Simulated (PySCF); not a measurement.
# Reading the logs of faulty runs: BF2H3Si

All numbers below are calculated, not measured. The program is PySCF 2.14.0, an open-source quantum chemistry code, run on an isolated molecule that a program drew, which may never have been made. The molecule is BF2H3Si (charge 0, singlet), drawn as the SMILES string `FB[SiH2]F`.

Each row is a Hartree-Fock (HF) and frozen-core CCSD(T) single point in the cc-pV(D+d)Z basis, meant for a local HF minimum. Run 1 is clean. Each other run has one planted mistake out of seven kinds, and not every kind appears here: one electron removed, one electron added, multiplicity raised by two, geometry at a saddle point, minimal basis STO-3G, one bond length entered in bohr, all coordinates scaled. The reference is restricted for singlets and unrestricted otherwise, and also for a bond in bohr. Adding or removing an electron swaps singlet and doublet. Electrons count all cores. HOMO and LUMO are orbital energies over both spins, the gradient is its largest component, and the lowest frequency (negative if imaginary) is given only where the gradient is small. Bond lengths are over the 6 bonds as drawn. T1 is the CCSD diagnostic: over 0.02 (restricted) or 0.045 (unrestricted) a single reference is doubtful.

Geometry of the clean run:
```xyz
7
BF2H3Si, angstrom
F    -3.0424    1.2817    1.6112
B    -2.3502    0.3364    0.9884
Si   -0.3099    0.3092    1.0564
F     0.2639    1.5557    1.9169
H    -2.9839   -0.4920    0.3911
H     0.2556    0.4056   -0.3057
H     0.1702   -0.9352    1.6931
```

```
run,electrons,basis functions,<S^2>,HOMO (eV),LUMO (eV),gradient (hartree/bohr),lowest frequency (cm^-1),mean bond (Å),longest bond (Å),T1,HF (hartree),CCSD(T) (hartree),mistake
1,40,80,0.000,-11.61,1.79,2.5e-05,68,1.5243,2.042,0.0145,-514.33953,-514.93447,no fault
2,40,80,2.010,-7.42,-1.88,3.8e-02,-,1.5243,2.042,0.0229,-514.18859,-514.78005,multiplicity raised by two
3,39,80,0.765,-19.42,-9.47,1.1e-01,-,1.5243,2.042,0.0238,-513.95245,-514.54135,one electron removed
4,41,80,0.760,0.10,8.84,6.9e-02,-,1.5243,2.042,0.0128,-514.30293,-514.90841,one electron added
5,40,80,0.000,-11.62,1.72,9.3e-03,-,1.5411,2.064,0.0148,-514.33872,-514.93484,?
```

**Which mistake was planted in run 5, and what did it cost?**

The mean and the longest bond both change by the same factor, 1.011, and the gradient is no longer small. So the mistake is: all coordinates scaled. Subtracting run 1 and multiplying by 627.51 kcal/mol a hartree, the energy moved by 0.5 kcal/mol in HF and -0.2 kcal/mol in CCSD(T).

Cautions from the logs. Run 4: the HOMO is above zero, so the electron isn't bound and the energy depends on the basis.
